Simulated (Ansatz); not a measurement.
A geometry relaxed with PBE0-D3(BJ)/def2-SVP in Ansatz (a program for electronic structure), charge 0, multiplicity 1:

```xyz
11

H     -1.6887    -1.1871     0.4006
H     -1.5636    -0.5856    -1.2751
H      2.5086     0.1847     0.2471
C      1.5996    -0.3737    -0.0192
Ge     0.0044     0.7209     0.2614
C     -1.6036    -0.2818    -0.2186
H      1.6744    -0.6770    -1.0740
H     -0.0755     1.1511     1.7435
H      0.0947     2.0004    -0.6004
H     -2.5051     0.3291    -0.0666
H      1.5547    -1.2810     0.6012
```

Task: Write the SMILES of this molecule.

Result: `[CH3][GeH2][CH3]`
